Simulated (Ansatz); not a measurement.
Born–Oppenheimer molecular dynamics of CH7FGe (10 atoms, charge 0, multiplicity 1). It starts at the highest image of a converged band. Of that band: Neighbouring images differ by up to 1.3 eV, so the band resolves the path poorly. A vibrational analysis at the climbing image gives one clearly imaginary mode, 987i cm⁻¹: a first-order saddle point.

Computed with Ansatz 0.2.0, RKS PBE/def2-SVP.

```
ensemble                      : NVE (velocity Verlet)
time step                     : 0.5 fs
steps asked                   : 200
starting velocities drawn for : 100 K
seed                          : 8462
```

First frame:

```xyz
10
Properties=species:S:1:pos:R:3
Ge 0.201 -0.097 -0.295
F 0.135 0.164 1.797
H 1.682 0.185 -0.644
C -0.937 1.504 -0.394
H -1.946 1.280 0.001
H -0.499 2.333 0.191
H -1.028 1.798 -1.460
H -0.447 -1.145 -1.258
H 0.603 -1.602 0.733
H 0.440 -0.945 1.458
```

(1) How far do the bonds stretch over the last three quarters of this one trajectory? (Pairs bonded in most of those frames.)

Results:

(1) 
```
  bond  mean (Å)  spread (Å)  shortest  longest
Ge1–H3     1.558       0.015      1.53     1.58
Ge1–C4     1.989       0.040      1.92     2.05
Ge1–H8     1.563       0.021      1.53     1.60
Ge1–H9     1.579       0.055      1.49     1.67
F2–H10     0.943       0.028      0.90     1.01
 C4–H5     1.108       0.012      1.09     1.13
 C4–H6     1.107       0.005      1.10     1.12
 C4–H7     1.109       0.012      1.09     1.13
```

Mean temperature of the second half: 1098 K. The conserved energy stayed within 0.088 meV per atom of its start (net change 0.088 meV per atom), so the integration is sound. The kinetic energy rose, since the run started high on the potential surface and went downhill. It ends in pieces (CH6Ge + FH), so much of that is their flight and rotation, not heat. A run of 0.1 ps of so small a system gives no equilibrium averages. The orbitals stay closed-shell, which can raise the energy where a bond breaks towards radicals; this wasn't checked here.

Run time: 4.7 min on 2 threads of Arm Neoverse V1 (shared host), peak memory 0.12 GiB.
